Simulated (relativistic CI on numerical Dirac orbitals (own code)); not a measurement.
# Calculated levels, Mo XLI

Method of calculation: Dirac-Coulomb-Breit CI, orbitals from a KLI potential per configuration, QED by a radiative potential, unscaled Slater integrals (own radial code, finite nucleus).

CI space: 1s2, 1s.2s, 1s.2p, 1s.3s, 1s.3p, 1s.3d, 1s.4s, 1s.4p, 1s.4d, 1s.4f, 1s.5s, 1s.5p, 1s.5d, 1s.5f, 1s.5g, 1s.6s, 1s.6p, 1s.6d. Levels of other configurations are missing.

```tsv
No.	Configuration	Term	J	E (eV)	%	Lifetime (s)	jj configuration (%)
1	1s2	1S	0	0.0	100		closed (100)
2	1s.2s	3S	1	17848.2	100	3.62e-11	1s 2s (100)
3	1s.2p	3P°	0	17903.6	100	1.12e-09	1s 2p1/2 (100)
4	1s.2p	3P°	1	17905.1	75	1.10e-15	1s 2p1/2 (99)
5	1s.2s	1S	0	17906.7	100		1s 2s (100)
6	1s.2p	3P°	2	18033.6	100	2.76e-12	1s 2p3/2 (100)
7	1s.2p	1P°	1	18061.0	75	3.73e-16	1s 2p3/2 (99)
8	1s.3s	3S	1	21187.0	100	4.38e-14	1s 3s (100)
9	1s.3p	3P°	0	21202.3	100	1.49e-14	1s 3p1/2 (100)
10	1s.3s	1S	0	21202.7	100	4.46e-14	1s 3s (100)
11	1s.3p	3P°	1	21202.7	75	3.18e-15	1s 3p1/2 (99)
12	1s.3p	3P°	2	21240.9	100	1.63e-14	1s 3p3/2 (100)
13	1s.3d	3D	2	21247.7	61	5.22e-15	1s 3d3/2 (100)
14	1s.3d	3D	1	21248.3	100	5.27e-15	1s 3d3/2 (100)
15	1s.3p	1P°	1	21248.6	75	1.25e-15	1s 3p3/2 (99)
16	1s.3d	3D	3	21260.5	100	5.44e-15	1s 3d5/2 (100)
17	1s.3d	1D	2	21261.3	61	5.39e-15	1s 3d5/2 (100)
18	1s.4s	3S	1	22343.5	100	6.44e-14	1s 4s (100)
19	1s.4p	3P°	0	22349.7	100	2.55e-14	1s 4p1/2 (100)
20	1s.4s	1S	0	22349.8	100	6.33e-14	1s 4s (100)
21	1s.4p	3P°	1	22349.9	75	7.14e-15	1s 4p1/2 (99)
22	1s.4p	3P°	2	22366.0	100	2.75e-14	1s 4p3/2 (100)
23	1s.4d	3D	2	22368.8	62	1.21e-14	1s 4d3/2 (100)
24	1s.4d	3D	1	22369.0	100	1.22e-14	1s 4d3/2 (100)
25	1s.4p	1P°	1	22369.2	75	2.93e-15	1s 4p3/2 (99)
26	1s.4d	3D	3	22374.2	100	1.27e-14	1s 4d5/2 (100)
27	1s.4f	3F°	3	22374.4	57	2.52e-14	1s 4f5/2 (100)
28	1s.4f	3F°	2	22374.5	100	2.52e-14	1s 4f5/2 (100)
29	1s.4d	1D	2	22374.5	62	1.25e-14	1s 4d5/2 (100)
30	1s.4f	3F°	4	22377.1	100	2.55e-14	1s 4f7/2 (100)
```

Energies count from the lowest computed level; ° marks odd parity; lifetimes are radiative, by E1, M1, E2, M2 decay to levels of this space only; some are left blank where a channel outside the calculation adds to the decay or the decay crosses a small, uncertain gap. Filled j subshells are mostly left out of the jj labels.

The mean weight of the leading LS term, summed over parents, in these 30 levels is 88 %, and that of the leading jj configuration (from the same eigenvectors) 100 %, so jj coupling describes them better and the LS labels are nominal.

At this charge energies of transitions that change n are usually good to better than 1 %, and those within a shell (Δn = 0) to a few per cent.

LS names give the leading component of a level, which can be under half, so a name can repeat, a term be missing and a line seem to break the LS rules.
